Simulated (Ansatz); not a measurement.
Li₁₀⁺ (started as a model of: Li10 tetrahedron). The state is a doublet with charge 1. Geometry B3LYP/def2-TZVP, that of the neutral singlet; atoms count from 1.

```xyz
10

Li    2.173    2.088    2.343
Li    0.789    1.792   -0.436
Li   -0.437    1.853   -3.303
Li   -0.570    0.689    1.801
Li   -1.757    0.581   -0.777
Li   -3.422   -0.567    1.598
Li    1.757   -0.584    0.779
Li    0.569   -0.692   -1.798
Li   -0.790   -1.795    0.438
Li    1.688   -3.365   -0.644
```

Estimate the Mulliken populations from the PBE0/def2-TZVP orbitals of Ansatz.


| atom | charge (e) | spin (α − β) |
| --- | --- | --- |
| Li1 | 0.17 | 0.17 |
| Li2 | 0.05 | 0.06 |
| Li3 | 0.17 | 0.17 |
| Li4 | 0.05 | 0.05 |
| Li5 | 0.05 | 0.06 |
| Li6 | 0.17 | 0.17 |
| Li7 | 0.05 | 0.05 |
| Li8 | 0.05 | 0.05 |
| Li9 | 0.05 | 0.05 |
| Li10 | 0.17 | 0.17 |
Mulliken values and Mayer orders depend strongly on the basis.

Where does the spin sit?

Summed by element: Li 1.00, of 1 unpaired in all. Largest on single atoms: Li10 0.17, Li6 0.17, Li1 0.17.
